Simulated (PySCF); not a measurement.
**15N chemical shifts**

PySCF 2.14 calculation with GIAO PBE0/pcSseg-1 shieldings and structure optimised with GFN2-xTB; no relativistic terms, single conformer, fast rotation and ring inversion assumed for equivalent nuclei, gas phase.

Shieldings were converted by a linear fit to measured shifts: 15N (scatter 6.3 ppm rms vs CH3NO2, solution or neat liquid). A few per cent of atoms miss by over 2 rms, more outside the fitted compound classes.

(1) Give the 15N shifts of `C[C@H](CC#N)CC(N)=O`, `CC(C)c1cncpc1`.

(2) Order these by 15N shift, lowest first.
A. CCc1cpcnc1C
B. C[Si@@H]1CC[SiH2]N1
C. C=Cc1cpcn1CC

Answers

(1) 
```csv
compound,environment,δ (ppm)
[CH3:1][C@H:2]([CH2:3][C:4]#[N:5])[CH2:6][C:7]([NH2:8])=[O:9],N5: nitrile nitrogen,-117.1
[CH3:1][C@H:2]([CH2:3][C:4]#[N:5])[CH2:6][C:7]([NH2:8])=[O:9],N8: amide-type nitrogen,-287.5
CC(C)c1cncpc1,pyridine-type ring nitrogen,-46.7
```

(2) B (-377.6 ppm, nitrogen bonded to 2 Si, H, in a 5-membered ring), C (-200.3 ppm, pyrrole-type ring nitrogen), A (-44.0 ppm, pyridine-type ring nitrogen).
